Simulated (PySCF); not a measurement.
Dipole response of Mg (magnesium, neutral)

[Ne] 3s1 3p1, high-spin 3P determinant (an excited configuration). Computed with PySCF 2.14 in aug-cc-pCVTZ-DK (8s7p5d3f, 75 functions), with the spin-free X2C one-electron Hamiltonian (Gaussian nucleus). Coupled (time-dependent) response in atomic units; α is the mean over directions.

```tsv
method	mean α (bohr³)	α xx, yy, zz	C₆ (like pair)	S(−4)
UHF	97.47	85.39, 121.6, 85.39	969.0	5874
PBE	105.9	84.78, 148.2, 84.78	1056	8378
PBE0	101.8	84.18, 137.0, 84.18	1010	7153
LC-wPBE	93.47	82.13, 116.1, 82.13	908.3	5367
```

S(−4) is the Cauchy moment in α(ω) = α(0) + S(−4) ω² + …

α(iu) at UHF:

| u (hartree) | α(iu) (bohr³) |
| --- | --- |
| 0 | 97.47 |
| 0.0500 | 85.03 |
| 0.100 | 62.54 |
| 0.200 | 31.36 |
| 0.300 | 17.43 |
| 0.500 | 7.437 |
| 0.750 | 3.689 |
| 1.00 | 2.273 |
| 1.50 | 1.200 |
| 2.00 | 0.7906 |
| 3.00 | 0.4556 |
| 5.00 | 0.2297 |

A single London oscillator, α(iu) = α/(1 + u²/ω²), gives C₆ = (3/4) ω α². Matching the computed C₆ needs ω = 4 × 969.0 / (3 × 97.47²) = 0.136 hartree.

The components differ because the open shell of this determinant is not spherical; for a pure term their mean is the scalar polarisability.
